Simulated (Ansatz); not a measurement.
C4H8O2S, charge -1, doublet, at the geometry of the source list (a state made from the parent by changing its charge; the spin is typed, not shown lowest) (a gas-phase anion, which may not be bound at this level); BLYP/def2-SV(P) (Ansatz, a program for electronic structure).

Input for Ansatz:
Ansatz 0.2 input:
```yaml
crystal:
  periodic: [false, false, false]
  atoms:
    - {symbol: O, position_ang: [2.15370000, 1.24870000, -0.46550000]}
    - {symbol: S, position_ang: [1.15940000, 0.77730000, 0.45840000]}
    - {symbol: O, position_ang: [1.34220000, 1.09490000, 1.84770000]}
    - {symbol: C, position_ang: [-0.51370000, 1.29520000, -0.08850000]}
    - {symbol: C, position_ang: [-1.04900000, 0.04500000, -0.74980000]}
    - {symbol: C, position_ang: [-0.58920000, -1.14330000, 0.10210000]}
    - {symbol: C, position_ang: [0.91180000, -1.02840000, 0.24590000]}
    - {symbol: H, position_ang: [-1.06620000, 1.57120000, 0.80460000]}
    - {symbol: H, position_ang: [-0.40910000, 2.14240000, -0.75690000]}
    - {symbol: H, position_ang: [-2.13640000, 0.06560000, -0.83280000]}
    - {symbol: H, position_ang: [-0.62890000, -0.04640000, -1.75360000]}
    - {symbol: H, position_ang: [-0.87980000, -2.08770000, -0.35970000]}
    - {symbol: H, position_ang: [-1.05670000, -1.08360000, 1.08710000]}
    - {symbol: H, position_ang: [1.31570000, -1.53460000, 1.11530000]}
    - {symbol: H, position_ang: [1.44640000, -1.31630000, -0.65430000]}
basis:
  gaussian:
    orbitals: def2-SV_P_.json
    symmetry_tolerance_ang: 0.01
hamiltonian:
  xc: blyp
total_charge: -1
magnetization: {spin_polarized: true, initial_magnetization: 1}
```
The basis file holds def2-SV(P) in the JSON format of the Basis Set Exchange.

Output, abridged:

```
Functional definition: BLYP
1523 factors; their error is unknown
mean field evaluation 1: about -19172.6283 eV, gradient 6.3e1 eV
mean field evaluation 2: about -19127.2469 eV, gradient 1.3e2 eV
mean field evaluation 4: about -19189.0636 eV, gradient 1.4e1 eV
mean field evaluation 8: about -19189.9434 eV, gradient 2.1e-1 eV
mean field evaluation 16: about -19189.8676 eV, gradient 2.3e-3 eV
mean field evaluation 32: about -19189.4054 eV, gradient 1.1e-1 eV
mean field evaluation 64: about -19189.4337 eV, gradient 4.6e-1 eV
mean field -19189.86762646 eV, -705.2146279130 hartree, gradient 1.2e-5 eV, S^2 0.750463; 7 other end points of the search recorded, 0 dependent functions left out
reference -19189.86797580 eV, -705.2146407511 hartree; 33, 32 occupied and 85, 86 virtual orbitals, 1523 factors
Total energy: -19189.86797580 eV, -705.2146407511 hartree
```
